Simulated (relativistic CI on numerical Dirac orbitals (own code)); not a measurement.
Computed by Dirac-Coulomb-Breit CI, orbitals from a KLI potential per configuration, a model potential for QED, unscaled Slater integrals (own radial code, finite nucleus).

The strongest absorption lines from the ground level of an ion, among the configurations computed and to levels below about 308 eV (vacuum wavelength in Å, gf): 74.291 (0.17), 77.640 (1.3), 78.545 (0.8), 79.161 (0.87), 79.983 (0.58), 80.797 (0.35), 81.182 (0.59), 83.903 (0.2).

**Question.** Which ion is it?
A. Mo²⁶⁺
B. Mo²⁴⁺
C. Mo²⁸⁺
D. Pd³⁰⁺

**Answer.** A. Mo²⁶⁺ has 16 electrons and the ground level 3s2 3p4 3P_2; the strongest line goes to 3s2 3p3 3d 1F°_3. The pattern of lines fixes the number of electrons, and along that sequence the line energies rise steadily with the charge (about as its square where n changes within one kind of shell, about linearly where n is kept but much faster in heavy ions where fine structure, which grows about as Z⁴, sets the gap, and irregularly where shells cross), which fixes Z. Configurations outside the model, such as inner-shell arrays, can give stronger lines. At this charge energies of transitions that change n are usually good to better than 1 %, and those within a shell (Δn = 0) to a few per cent.

LS names give the leading component of a level, which can be under half, so a name can repeat, a term be missing and a line seem to break the LS rules.
